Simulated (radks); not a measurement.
Effect of the nuclear size on neutral terbium, [Xe] 4f9 6s2. Calculated with a radial shooting solver on a logarithmic mesh with Libxc functionals: Dirac Kohn-Sham, exchange-only LDA, spin-unpolarised, spherical densities, finite nucleus; open shells fill j = l - 1/2 first; Fermi nuclear charge, rms radius 5.06 fm. The rms radius is varied about that value; shifts are against it.

rms radius (fm)  total energy shift (eV)  density at nucleus (e/bohr^3)  1s1/2 shift (meV)  2s1/2 shift (meV)  5s1/2 shift (meV)  5p1/2 shift (meV)  6s1/2 shift (meV)  4f7/2 shift (meV)  6p1/2 (empty) shift (meV)
4.2858                             -6.36                      7.144e+05              -2620               -340              -2.56              0.300             -0.097              0.483                      0.083
4.8171                             -2.08                      6.928e+05               -856               -111             -0.837              0.098             -0.032              0.158                      0.027
5.06                                   0                      6.839e+05              0.000              0.000              0.000              0.000              0.000              0.000                      0.000
5.3788                              2.84                       6.73e+05               1170                152               1.14             -0.134              0.044             -0.216                     -0.037
6.1327                              10.1                      6.502e+05               4150                538               4.05             -0.474              0.154             -0.765                     -0.132

Slopes of the eigenvalues against <r^2> in GHz/fm^2, as finite differences over the two radii next to the reference (eigenvalue slopes, not the field-shift constants of lines): 1s1/2 85600, 2s1/2 11100, 5s1/2 83.7, 5p1/2 -9.79, 6s1/2 3.18, 4f7/2 -15.8, 6p1/2 (empty) -2.73.
